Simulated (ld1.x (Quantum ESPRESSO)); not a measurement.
u(r) = r·R(r): atom against pseudo-atom (Nb)

Columns: radius, all-electron u(r) and pseudo u(r) of the 5s shell (level -4.12 eV) of niobium in the configuration [Ar] 3d10 4s2 4p6 4d4 5s0.5 5p0.5; PBE, non-relativistic, PAW scheme, ld1.x (Quantum ESPRESSO) 7.5.

| r (bohr) | all-electron | pseudo |
| --- | --- | --- |
| 0.168 | -0.0406 | 0.0441 |
| 0.335 | 0.1600 | 0.0878 |
| 0.503 | 0.0329 | 0.1315 |
| 0.670 | -0.1528 | 0.1744 |
| 0.838 | -0.2506 | 0.2169 |
| 1.005 | -0.2484 | 0.2582 |
| 1.172 | -0.1775 | 0.2984 |
| 1.340 | -0.0704 | 0.3373 |
| 1.508 | 0.0476 | 0.3745 |
| 1.675 | 0.1605 | 0.4093 |
| 1.842 | 0.2614 | 0.4416 |
| 2.010 | 0.3473 | 0.4713 |
| 2.178 | 0.4171 | 0.4977 |
| 2.345 | 0.4713 | 0.5204 |
| 2.512 | 0.5118 | 0.5392 |
| 2.680 | 0.5405 | 0.5540 |
| 2.848 | 0.5587 | 0.5642 |
| 3.015 | 0.5681 | 0.5696 |
| 3.182 | 0.5702 | 0.5704 |
| 3.350 | 0.5663 | 0.5663 |
| 3.518 | 0.5574 | 0.5574 |
| 3.685 | 0.5447 | 0.5447 |
| 3.852 | 0.5290 | 0.5290 |
| 4.020 | 0.5108 | 0.5108 |
| 4.188 | 0.4908 | 0.4908 |
| 4.355 | 0.4698 | 0.4698 |

Task: How many radial nodes do the two functions have?

Result: The all-electron 5s function has n − l − 1 = 4 (the table is too coarse to show those close to the nucleus); the pseudo-wave has 0, since the states of the same l below it are removed with the core.

Task: At about which radius was the pseudo-wave matched?

Result: 3.35 bohr. The columns agree to 0.0005 from 3.18 bohr on; several derivatives are matched, so the curves merge somewhat inside the radius.

Task: Is the pseudo-wave norm-conserving?

Result: No, it belongs to a PAW set: the norm inside the radius is not constrained, and the difference is carried by the augmentation charge.
